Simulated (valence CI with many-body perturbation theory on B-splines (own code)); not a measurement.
## Which ion has this spectrum?

A relativistic CI+MBPT calculation for an atom or ion with 5 electrons gives these levels (× 10³ cm⁻¹):

| J | Parity | E | g |
| --- | --- | --- | --- |
| 1/2 | odd | 0.00 | 0.64 |
| 1/2 | even | 1393.3 | 2.15 |
| 3/2 | odd | 3391.2 | 1.31 |
| 3/2 | even | 4362.6 | 1.65 |
| 5/2 | even | 4627.6 | 1.35 |
| 1/2 | even | 5047.0 | 1.23 |
| 3/2 | even | 5049.1 | 0.97 |
| 3/2 | odd | 6533.3 | 1.35 |
| 5/2 | even | 7899.8 | 1.41 |
| 1/2 | even | 8521.3 | 1.89 |
| 3/2 | even | 8529.4 | 1.19 |
| 3/2 | odd | 9654.9 | 1.44 |
| 5/2 | odd | 9817.7 | 1.18 |
| 1/2 | odd | 10141 | 0.64 |

The energies are calculated, and their last digits are not significant.

Task: Which is it?
A. Cs50+
B. Ba51+
C. I48+
D. La52+

Result: B. Ba51+, ground level (2s^2 2p1/2) J=1/2.
